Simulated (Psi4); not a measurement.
triplet silylene (H$_{2}$Si), triplet, geometry from GFN2-xTB; Psi4 with PBE/def2-SVPD.

Input for Psi4:
```
memory 2 GB

molecule mol {
0 3
  Si   -0.006391   -0.001951    0.085235
  H     0.045667    1.283842   -0.567511
  H     0.043812   -1.256535   -0.625785
}

set basis def2-svpd
set reference uks
set scf_type pk
set puream true
set d_convergence 1e-8
set dft_radial_points 99
set dft_spherical_points 590

energy('pbe')
print_variables()
```

Output, abridged:

```
   => Loading Basis Set <=

    Name: DEF2-SVPD
    Role: ORBITAL
    Keyword: BASIS

         ---------------------------------------------------------
                                   SCF
               by Justin Turney, Rob Parrish, Andy Simmonett
                          and Daniel G. A. Smith
                              UKS Reference
         ---------------------------------------------------------

  ==> Geometry <==

    Molecular point group: cs
    Full point group: Cs

    Geometry (in Angstrom), charge = 0, multiplicity = 3:

       Center              X                  Y                   Z               Mass
    ------------   -----------------  -----------------  -----------------  -----------------
         SI          -0.045954573936    -0.001048703006     0.000000000000    27.976926534650
         H            0.608856479477     1.284748131279     0.000000000000     1.007825032230
         H            0.666828979640    -1.255636444224     0.000000000000     1.007825032230

  Running in cs symmetry.

  Rotational constants: A =     19.16524  B =      5.18103  C =      4.07848 [cm^-1]
  Rotational constants: A = 574559.43357  B = 155323.44389  C = 122269.68559 [MHz]
  Nuclear repulsion =   10.476905058065023

  Charge       = 0
  Multiplicity = 3
  Electrons    = 16
  Nalpha       = 9
  Nbeta        = 7

  ==> Algorithm <==

  SCF Algorithm Type is PK.
  DIIS enabled.
  MOM disabled.
  Fractional occupation disabled.
  Guess Type is SAD.
  Energy threshold   = 1.00e-06
  Density threshold  = 1.00e-08
  Integral threshold = 1.00e-12

  ==> Primary Basis <==

  Basis Set: DEF2-SVPD
    Blend: DEF2-SVPD
    Number of shells: 18
    Number of basis functions: 40
    Number of Cartesian functions: 42
    Spherical Harmonics?: true
    Max angular momentum: 2

  ==> DFT Potential <==

   => LibXC <=

    Version 7.1.2
    S. Lehtola, C. Steigemann, M. J. T. Oliveira, and M. A. L. Marques,  SoftwareX 7, 1–5 (2018) (10.1016/j.softx.2017.11.002)

   => Composite Functional: PBE <=

    PBE GGA Exchange-Correlation Functional

    J.P. Perdew et. al., Phys. Rev. Lett., 77(18), 3865-3868, 1996

    Deriv               =              1
    GGA                 =           TRUE
    Meta                =          FALSE

    Exchange Hybrid     =          FALSE
    MP2 Hybrid          =          FALSE

   => Exchange Functionals <=

    1.0000     XC_GGA_X_PBE

   => Correlation Functionals <=

    1.0000     XC_GGA_C_PBE

   => LibXC Density Thresholds  <==

    XC_GGA_C_PBE:  1.00E-12
    XC_GGA_X_PBE:  1.00E-15

   => Molecular Quadrature <=

    Radial Scheme          =       TREUTLER
    Pruning Scheme         =           NONE
    Nuclear Scheme         =       TREUTLER

    Blocking Scheme        =         OCTREE
    BS radius alpha        =              1
    Pruning alpha          =              1
    Radial Points          =             99
    Spherical Points       =            590
    Total Points           =         169393
    Total Blocks           =           1331
    Max Points             =            256
    Max Functions          =             40
    Weights Tolerance      =       1.00E-15

  ==> Integral Setup <==

  Using in-core PK algorithm.
   Calculation information:
      Number of atoms:                   3
      Number of AO shells:              18
      Number of primitives:             32
      Number of atomic orbitals:        42
      Number of basis functions:        40

      Integral cutoff                 1.00e-12
      Number of threads:                 1

  Performing in-core PK
  Using 673220 doubles for integral storage.
  We computed 14706 shell quartets total.
  Whereas there are 14706 unique shell quartets.

  ==> DiskJK: Disk-Based J/K Matrices <==

    J tasked:                  Yes
    K tasked:                   No
    wK tasked:                  No
    Schwarz Cutoff:          1E-12

  Minimum eigenvalue in the overlap matrix is 1.4398010026E-03.
  Reciprocal condition number of the overlap matrix is 3.0503679134E-04.
    Using symmetric orthogonalization.

  ==> Pre-Iterations <==

  SCF Guess: Superposition of Atomic Densities via on-the-fly atomic UHF (no occupation information).

   -------------------------
    Irrep   Nso     Nmo
   -------------------------
     A'        29      29
     A"        11      11
   -------------------------
    Total      40      40
   -------------------------

  ==> Iterations <==

                        Total Energy        Delta E     RMS |[F,P]|

   @UKS iter SAD:  -290.07135453698777   -2.90071e+02   0.00000e+00
   @UKS iter   1:  -290.29838890387907   -2.27034e-01   5.98346e-03 ADIIS/DIIS
   @UKS iter   2:  -290.31945189092670   -2.10630e-02   3.43184e-03 ADIIS/DIIS
   @UKS iter   3:  -290.32923690545175   -9.78501e-03   3.52044e-04 ADIIS/DIIS
   @UKS iter   4:  -290.32935206516777   -1.15160e-04   6.25283e-05 DIIS
   @UKS iter   5:  -290.32935595488897   -3.88972e-06   2.96837e-05 DIIS
   @UKS iter   6:  -290.32935679078628   -8.35897e-07   3.51793e-06 DIIS
   @UKS iter   7:  -290.32935680852307   -1.77368e-08   2.97654e-07 DIIS
   @UKS iter   8:  -290.32935680866581   -1.42734e-10   3.58912e-08 DIIS
   @UKS iter   9:  -290.32935680866751   -1.70530e-12   4.02419e-09 DIIS
  Energy and wave function converged.

  ==> Post-Iterations <==

   Electrons on quadrature grid:
      Nalpha   =    8.9999999837 ; deviation = -1.634e-08
      Nbeta    =    6.9999999850 ; deviation = -1.496e-08
      Ntotal   =   15.9999999687 ; deviation = -3.130e-08

   @Spin Contamination Metric:   3.018134715E-03
   @S^2 Expected:                2.000000000E+00
   @S^2 Observed:                2.003018135E+00
   @S   Expected:                1.000000000E+00
   @S   Observed:                1.000000000E+00

    Orbital Energies [Eh]
    ---------------------

    Alpha Occupied:

       1Ap   -65.416871     2Ap    -5.073131     3Ap    -3.490034
       1App   -3.489252     4Ap    -3.484428     5Ap    -0.485838
       6Ap    -0.345127     7Ap    -0.224356     2App   -0.171506

    Alpha Virtual:

       8Ap    -0.013629     9Ap     0.012018    10Ap     0.019119
       3App    0.069821    11Ap     0.073698     4App    0.075316
      12Ap     0.124036    13Ap     0.174695    14Ap     0.189109
      15Ap     0.213578     5App    0.251197    16Ap     0.262863
       6App    0.277174    17Ap     0.313864    18Ap     0.376112
       7App    0.393571    19Ap     0.438021     8App    0.505917
       9App    0.524331    20Ap     0.531888    21Ap     0.546497
      22Ap     0.661660    23Ap     0.686337    24Ap     0.900592
      25Ap     0.916024    10App    1.580766    26Ap     1.589348
      11App    1.681081    27Ap     1.715552    28Ap     2.017945
      29Ap     2.184161

    Beta Occupied:

       1Ap   -65.411537     2Ap    -5.066233     3Ap    -3.480558
       4Ap    -3.479923     1App   -3.478121     5Ap    -0.448606
       6Ap    -0.329637

    Beta Virtual:

       7Ap    -0.143494     2App   -0.092481     8Ap     0.012110
       9Ap     0.042846    10Ap     0.056480     3App    0.099872
      11Ap     0.125088     4App    0.128431    12Ap     0.134048
      13Ap     0.202281    14Ap     0.215458    15Ap     0.246097
       5App    0.278444    16Ap     0.281431     6App    0.303106
      17Ap     0.350518    18Ap     0.412371     7App    0.448392
      19Ap     0.472260    20Ap     0.556063     8App    0.575114
       9App    0.595501    21Ap     0.618263    22Ap     0.695967
      23Ap     0.728805    24Ap     0.922818    25Ap     0.937604
      10App    1.598028    26Ap     1.603908    11App    1.701771
      27Ap     1.731094    28Ap     2.039001    29Ap     2.205192

    Final Occupation by Irrep:
             Ap   App
    DOCC [     6,    1 ]
    SOCC [     1,    1 ]
    NA   [     7,    2 ]
    NB   [     6,    1 ]

  @UKS Final Energy:  -290.32935680866751

   => Energetics <=

    Nuclear Repulsion Energy =             10.4769050580650234
    One-Electron Energy =                -422.5455867090818742
    Two-Electron Energy =                 143.1683676686302817
    DFT Exchange-Correlation Energy =     -21.4290428262808916
    Empirical Dispersion Energy =           0.0000000000000000
    VV10 Nonlocal Energy =                  0.0000000000000000
    Total Energy =                       -290.3293568086675123

  UHF NO Occupations:
  HONO-2 :    6 Ap 1.9988282
  HONO-1 :    7 Ap 1.0000000
  HONO-0 :    2App 1.0000000
  LUNO+0 :    8 Ap 0.0011718
  LUNO+1 :    9 Ap 0.0003362
  LUNO+2 :    3App 0.0000009
  LUNO+3 :   10 Ap 0.0000008

Computation Completed

Properties will be evaluated at   0.000000,   0.000000,   0.000000 [a0]

Properties computed using the SCF density matrix

 Multipole Moments:

 ------------------------------------------------------------------------------------
     Multipole            Electronic (a.u.)      Nuclear  (a.u.)        Total (a.u.)
 ------------------------------------------------------------------------------------

 L = 1.  Multiply by 2.5417464519 to convert [e a0] to [Debye]
 Dipole X            :         -1.1580491            1.1949143            0.0368652
 Dipole Y            :         -0.0264272            0.0272685            0.0008413
 Dipole Z            :          0.0000000            0.0000000            0.0000000
 Magnitude           :                                                    0.0368748

 ------------------------------------------------------------------------------------

  Variable Map:
  ----------------------------------------------------------------------------
  "CURRENT ENERGY"              =>    -290.329356808668
  "CURRENT REFERENCE ENERGY"    =>    -290.329356808668
  "DD SOLVATION ENERGY"         =>       0.000000000000
  "DFT FUNCTIONAL TOTAL ENERGY" =>    -290.329356808668
  "DFT TOTAL ENERGY"            =>    -290.329356808668
  "DFT VV10 ENERGY"             =>       0.000000000000
  "DFT XC ENERGY"               =>     -21.429042826281
  "GRID ELECTRONS ALPHA"        =>       8.999999983659
  "GRID ELECTRONS BETA"         =>       6.999999985039
  "GRID ELECTRONS TOTAL"        =>      15.999999968699
  "NUCLEAR REPULSION ENERGY"    =>      10.476905058065
  "ONE-ELECTRON ENERGY"         =>    -422.545586709082
  "PCM POLARIZATION ENERGY"     =>       0.000000000000
  "PE ENERGY"                   =>       0.000000000000
  "SCF ITERATION ENERGY"        =>    -290.329356808668
  "SCF ITERATIONS"              =>       9.000000000000
  "SCF TOTAL ENERGY"            =>    -290.329356808668
  "TWO-ELECTRON ENERGY"         =>     143.168367668630
  "XC GRID RADIAL POINTS"       =>      99.000000000000
  "XC GRID SPHERICAL POINTS"    =>     590.000000000000
  "XC GRID TOTAL POINTS"        =>  169393.000000000000

  Array Variable Map:
  ----------------------------------------------------------------------------
  "CURRENT DIPOLE"              =>       0.036865236228 ... 0.000000000000 1 by 3
  "SCF DIPOLE"                  =>       0.036865236228 ... 0.000000000000 1 by 3
  "SCF TOTAL ENERGIES"          =>    -290.071354536988 ... -290.329356808668 1 by 10
```
